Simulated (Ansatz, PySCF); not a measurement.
FH8NSi3, SMILES N[SiH2][SiH2][SiH2]F. Atoms are numbered in the order given.

```xyz
13

Si    -1.3150    -0.8176    -0.1534
F     -2.9392    -0.6249    -0.1422
Si    -0.2269     1.2464     0.0832
Si     1.9648     0.4880     0.4237
N      1.9996    -1.0057    -0.4838
H     -0.9620    -1.4586    -1.4536
H     -0.9690    -1.7245     0.9784
H     -0.7582     2.0276     1.2425
H     -0.3716     2.0652    -1.1621
H      3.0253     1.4979     0.0900
H      2.1411     0.1126     1.8600
H      1.8774    -0.9646    -1.4910
H      2.7032    -1.7006    -0.2526
```

Geometry optimised at PBE0-D3(BJ)/def2-SVP. The structure was generated by enumeration, and PubChem lists no compound with its InChIKey, so it may never have been made. The values are those of a single conformer.

Two levels are set side by side: PBE-D3(BJ)/def2-SVP (Ansatz, a first-principles code) and PBE0-D3(BJ)/def2-SVP (Ansatz). Each level has its own optimised geometry; the coordinates shown are those of the second. Frequencies come from the Hessian of PySCF at each geometry. Differences are taken from unrounded values.

```json
[
 {"quantity": "mean bond length (Å)", "PBE0-D3(BJ)": "1.590"},
 {"quantity": "bond Si1–F2 (Å)", "PBE0-D3(BJ)": "1.636"},
 {"quantity": "bond Si1–Si3 (Å)", "PBE0-D3(BJ)": "2.345"},
 {"quantity": "bond Si3–Si4 (Å)", "PBE0-D3(BJ)": "2.344"},
 {"quantity": "bond Si4–N5 (Å)", "PBE0-D3(BJ)": "1.748"},
 {"quantity": "bond Si1–H6 (Å)", "PBE0-D3(BJ)": "1.492"},
 {"quantity": "bond Si1–H7 (Å)", "PBE0-D3(BJ)": "1.491"},
 {"quantity": "bond Si3–H8 (Å)", "PBE0-D3(BJ)": "1.496"},
 {"quantity": "bond Si3–H9 (Å)", "PBE0-D3(BJ)": "1.497"},
 {"quantity": "bond Si4–H10 (Å)", "PBE0-D3(BJ)": "1.502"},
 {"quantity": "bond Si4–H11 (Å)", "PBE0-D3(BJ)": "1.495"},
 {"quantity": "bond N5–H12 (Å)", "PBE0-D3(BJ)": "1.015"},
 {"quantity": "bond N5–H13 (Å)", "PBE0-D3(BJ)": "1.016"},
 {"quantity": "highest harmonic wavenumber (cm⁻¹)", "PBE0-D3(BJ)": "3686"},
 {"quantity": "mean harmonic wavenumber (cm⁻¹)", "PBE0-D3(BJ)": "1076"},
 {"quantity": "zero-point energy (kcal/mol)", "PBE0-D3(BJ)": "50.77"}
]
```

### Question
What does PBE-D3(BJ) give, and how far is it from PBE0-D3(BJ)? (The exact figures need the calculation; the answer reports its results.)

### Answer

```tsv
quantity	PBE-D3(BJ)	PBE-D3(BJ) minus PBE0-D3(BJ)
mean bond length (Å)	1.601	0.011
bond Si1–F2 (Å)	1.651	0.015
bond Si1–Si3 (Å)	2.355	0.010
bond Si3–Si4 (Å)	2.351	0.007
bond Si4–N5 (Å)	1.765	0.017
bond Si1–H6 (Å)	1.504	0.012
bond Si1–H7 (Å)	1.503	0.011
bond Si3–H8 (Å)	1.506	0.010
bond Si3–H9 (Å)	1.508	0.010
bond Si4–H10 (Å)	1.514	0.012
bond Si4–H11 (Å)	1.505	0.010
bond N5–H12 (Å)	1.025	0.009
bond N5–H13 (Å)	1.025	0.010
highest harmonic wavenumber (cm⁻¹)	3556	-130
mean harmonic wavenumber (cm⁻¹)	1040	-36
zero-point energy (kcal/mol)	49.09	-1.69
```

GGA bonds tend to be longer and softer than those of functionals with exact exchange. Differences between two approximate levels are no errors against the true value.
